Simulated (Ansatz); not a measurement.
Consider the formal exchange of groups at a C–N bond: `C[NH][Ga]([F])[F]` + `BN([SiH3])[SiH3]` → `CBN([SiH3])[SiH3]` + `[NH2][Ga]([F])[F]`.

Computed with Ansatz on PBE0-D4/def2-TZVP structures; ΔE is electronic, products minus reactants. CCSD(T)/CBS adds triple-zeta CCSD(T) − MP2 to the extrapolated MP2 energy (def2 sets, frozen cores). DFT in def2-TZVPP. For Ga outer-core shells are correlated without core-valence functions, which leaves a few kJ/mol of doubt a bond. Scalar relativity is left out up to krypton. One conformer a species, not always the lowest.

`C[NH][Ga]([F])[F]`:

```xyz
9

C    -0.106    1.048    0.783
N    -0.586   -0.129    0.089
Ga    0.374   -1.197   -0.972
F     2.062   -0.893   -1.277
F    -0.291   -2.595   -1.766
H    -0.207    0.951    1.869
H     0.952    1.204    0.566
H    -0.640    1.952    0.470
H    -1.558   -0.340    0.239
```

`BN([SiH3])[SiH3]`:

```xyz
12

B     1.603    0.187   -0.416
N     0.241    0.035   -0.091
Si   -1.033    0.224   -1.278
Si   -0.148   -0.360    1.575
H     1.937    0.457   -1.535
H     2.427    0.043    0.448
H    -1.959    1.308   -0.855
H    -0.418    0.557   -2.584
H    -1.816   -1.035   -1.383
H     0.328    0.707    2.487
H     0.466   -1.654    1.959
H    -1.628   -0.469    1.673
```

`CBN([SiH3])[SiH3]`:

```xyz
15

C    -0.681   -2.107    0.499
B     0.117   -1.064   -0.349
N     0.164    0.341   -0.149
Si    1.153    1.197   -1.318
Si   -0.632    1.274    1.095
H    -1.269   -1.708    1.326
H    -1.352   -2.669   -0.161
H     0.014   -2.854    0.900
H     0.769   -1.479   -1.280
H     2.572    0.774   -1.225
H     1.057    2.649   -1.001
H     0.658    0.970   -2.698
H    -1.338    0.388    2.050
H    -1.609    2.210    0.480
H     0.379    2.078    1.830
```

`[NH2][Ga]([F])[F]`:

Z-matrix (Å, degrees):
```
N
Ga 1 1.790
H 1 1.006 2 121.0
H 1 1.006 2 121.0 3 -152.9
F 2 1.739 1 122.4 3 -15.2
F 2 1.739 1 122.4 3 168.4
```

(1) Is it downhill or uphill in electronic energy at CCSD(T)/CBS, and by how much? (Estimate.)

(2) What do these levels give: LDA (SPW92), revPBE, r2SCANh, CCSD(T)/def2-SVP, SCS-MP2/def2-QZVPP, CCSD/CBS(def2)? (An estimate is asked.)

Largest T1 diagnostic among the species: 0.014.

Answers

(1) Computed: Downhill: ΔE = -0.86 eV.

(2) Ansatz gave: LDA (SPW92) -0.92, revPBE -0.83, r2SCANh -0.90, CCSD(T)/def2-SVP -0.71, SCS-MP2/def2-QZVPP -0.82, CCSD/CBS(def2) -0.86 eV.

Leaving LDA and LC-ωPBE aside and taking each functional with its dispersion term where it has one, the values, not all of them listed here, spread over 0.14 eV, from B97M-V to BLYP-D4. LDA lies −0.06 eV from PBE without D4. In def2-TZVPP, CCSD(T) changes the Hartree–Fock value by −0.09 eV (the triples alone add −0.01 eV) and MP2 by −0.12 eV. At CCSD(T), def2-SVP lies +0.16 eV from the extrapolated value and def2-TZVPP +0.02 eV.
